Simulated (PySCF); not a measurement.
**SeO: energy against distance**

Set-up: basis Se aug-pcseg-1, O aug-pcseg-1; no relativity; PySCF 2.14. Energies in eV from Se + O in their ground configurations at the same level. State: ³Σ⁻ (triplet), unpaired electrons π ↑↑.

All columns are PBE0. A positive dipole means Se(−)O(+).

| R (Å) | E (eV) | μ (D) | Mulliken charge on Se (basis-dependent) | HOMO (eV) | LUMO (eV) | Mayer bond order | ⟨S²⟩ |
| --- | --- | --- | --- | --- | --- | --- | --- |
| 1.434 | -2.528 | -1.47 | 0.79 | -6.86 | -2.89 | 1.33 | 2.01 |
| 1.500 | -3.501 | -1.70 | 0.77 | -7.12 | -3.15 | 1.37 | 2.01 |
| 1.567 | -4.033 | -1.90 | 0.76 | -7.38 | -3.40 | 1.42 | 2.01 |
| 1.617 | -4.221 | -2.03 | 0.74 | -7.55 | -3.58 | 1.46 | 2.01 |
| 1.667 | -4.273 | -2.14 | 0.72 | -7.72 | -3.75 | 1.50 | 2.01 |
| 1.717 | -4.220 | -2.23 | 0.70 | -7.88 | -3.92 | 1.54 | 2.01 |
| 1.784 | -4.030 | -2.34 | 0.66 | -8.07 | -4.13 | 1.60 | 2.01 |
| 1.867 | -3.659 | -2.44 | 0.61 | -8.28 | -4.36 | 1.67 | 2.01 |
| 1.967 | -3.099 | -2.51 | 0.54 | -8.50 | -4.62 | 1.74 | 2.02 |
| 2.100 | -2.273 | -2.53 | 0.45 | -8.46 | -4.92 | 1.82 | 2.02 |

A fit through these points gives, at Re = 1.665 Å, μ = -2.13 D and dμ/dR = -2.07 D/Å; the reduced mass is 13.33 u.

Problem. How strong is the fundamental in the double-harmonic approximation, I = 42.26·(dμ/dR)²/μred km/mol?

Solution. I = 42.26·(-2.07)²/13.33 = 13.6 km/mol at PBE0.

Spin–orbit coupling is left out. The state was picked by a PBE0 search and need not be the measured ground state.
